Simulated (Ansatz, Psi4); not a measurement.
# Heat of formation of AlClF2 (SMILES [F][Al]([F])[Cl]) from total energies

AlClF2: 4 atoms, total charge 0, spin state singlet. As SMILES, `[F][Al]([F])[Cl]`. The shape is that of a PBE0-D4/def2-TZVP optimisation.

| atom | x (Å) | y (Å) | z (Å) |
| --- | --- | --- | --- |
| F | 0.9972 | 0.7218 | 1.1496 |
| Al | 0.0693 | -0.0508 | 0.0536 |
| F | 0.2735 | -1.6538 | -0.1647 |
| Cl | -1.3400 | 0.9828 | -1.0386 |

Total energies at HSE06/def2-SVPD (Psi4 1.11); the atoms run unrestricted:

| species | state | energy (Eh) |
| --- | --- | --- |
| AlClF2 | singlet | -901.775902 |
| F | doublet | -99.568876 |
| Al | doublet | -242.180129 |
| Cl | doublet | -459.865268 |

Harmonic wavenumbers at PBE0-D4/def2-TZVP, in cm⁻¹: 184, 234, 263, 511, 834, 953.

Measured heats of formation of the gaseous atoms at 298.15 K, in kJ/mol: F 79.4, Al 329.7, Cl 121.3. Spin-orbit lowering of the atoms at 298 K (mean of the ground term's levels less their thermal mean, from spectra), in kJ/mol: F 1.29, Al 0.17, Cl 3.44. Take 1 Eh = 2625.50 kJ/mol, 1 cm⁻¹ = 0.0119627 kJ/mol, RT = 2.479 kJ/mol.

Question: Work out the heat of formation of the gas at 298 K.

Answer: 
1. Electronic atomisation energy: 2 × (-99.568876) + (-242.180129) + (-459.865268) − (-901.775902) = 0.592753 Eh = 1556.3 kJ/mol.
2. Zero-point energy: half the sum of the wavenumbers, 1489.5 cm⁻¹ = 17.8 kJ/mol.
3. Thermal vibrational enthalpy, Σ hcν̃/(exp(hcν̃/kT) − 1): 5.0 kJ/mol. Translation, rotation and pV of a non-linear molecule: 4 RT = 9.9 kJ/mol.
4. The 4 free atoms carry 5/2 RT each: 24.8 kJ/mol.
5. Spin-orbit coupling lowers the free atoms by 2 × 1.29 + 0.17 + 3.44 = 6.2 kJ/mol.
6. Atomisation enthalpy at 298 K: 1556.3 − 6.2 − 17.8 − 5.0 − 9.9 + 24.8 = 1542.2 kJ/mol.
7. Sum of the atoms' heats of formation: 609.8 kJ/mol. Heat of formation: 609.8 − 1542.2 = -932.4 kJ/mol.

The tabulated value is -999.1 kJ/mol (NIST-JANAF tables), so this level is off by +66.7 kJ/mol, or 4.1 % of the atomisation enthalpy that the table implies (1608.9 kJ/mol). Anharmonicity and any spin-orbit splitting of the molecule are left out.
